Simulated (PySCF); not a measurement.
Compound: C6H13FSi3.
SMILES with atom numbers: `[CH3:1][C:2]1=[CH:3][SiH2:4][CH:5]=[C:6]([F:7])[Si@H:8]1[CH2:9][SiH3:10]` (hydrogens: H11, H12, H13 on C1; H14 on C3; H15, H16 on Si4; H17 on C5; H18 on Si8; H19, H20 on C9; H21, H22, H23 on Si10)

Computed, not measured: PBE0-D3(BJ)/def2-SVP geometry optimisation, gas phase (PySCF 2.14.0).

Q: Give the optimised bond lengths and angles.

A: 
```
                        bond  length (Å)
                       C1–C2       1.503
                       C2=C3       1.349
                      C3–Si4       1.870
                      Si4–C5       1.863
                       C5=C6       1.337
                       C6–F7       1.351
                      C6–Si8       1.888
                      Si8–C9       1.880
                     C9–Si10       1.885
                      C2–Si8       1.883
      C1–H11, C1–H12, C1–H13       1.103
                      C3–H14       1.103
                     Si4–H15       1.498
                     Si4–H16       1.497
                      C5–H17       1.099
                     Si8–H18       1.496
                      C9–H19       1.103
                      C9–H20       1.104
Si10–H21, Si10–H22, Si10–H23       1.495
```

Bonds in one row agree within 0.01 Å and their mean is given. A selection of angles:
```
      angle  degrees
   C1–C2–C3    122.1
  C1–C2–Si8    115.8
  C3–C2–Si8    122.1
  C2–C3–Si4    127.3
  C3–Si4–C5    110.7
  Si4–C5–C6    122.3
   C5–C6–F7    119.8
  C5–C6–Si8    127.6
  F7–C6–Si8    112.5
  C6–Si8–C9    107.2
  C2–Si8–C6    109.6
  C2–Si8–C9    110.5
Si8–C9–Si10    113.0
```

Dihedral angles: C1–C2–C3–Si4 180° (antiperiplanar); C2–C3–Si4–C5 3° (synperiplanar); C3–Si4–C5–C6 -4° (synperiplanar); Si4–C5–C6–F7 -178° (antiperiplanar); C5–C6–Si8–C9 -114° (anticlinal); C6–Si8–C9–Si10 75° (synclinal); C1–C2–Si8–C6 175° (antiperiplanar).

The 6-membered ring C2–C3–Si4–C5–C6–Si8 has internal angles of 109.6° to 127.6°; it is slightly puckered (a soft mode that the optimisation may not have finished), 0.04 Å rms from its mean plane, widest ring torsion 6°. Si10 (SiH3 silicon) is tetrahedral (angles from 108.4° to 110.9°). The 6 C–Si bonds span 1.863 Å (Si4–C5, drawn single) to 1.888 Å (C6–Si8, drawn single), a spread of 0.025 Å. The 3 C–C bonds span 1.337 Å (C5=C6, drawn double) to 1.503 Å (C1–C2, drawn single), a spread of 0.166 Å. Si8 (SiH silicon) is tetrahedral (angles from 107.2° to 110.5°). Si4 (SiH2 silicon) is tetrahedral (angles from 106.5° to 110.7°). Of the pairs four or more bonds apart, H12···H14 is among the closest relative to their van der Waals radii: 2.32 Å, 97 % of the sum of Bondi's values.

Point group: C1 (no symmetry element, even within 0.4 Å). No frequency check. The numbers are those of one conformer.
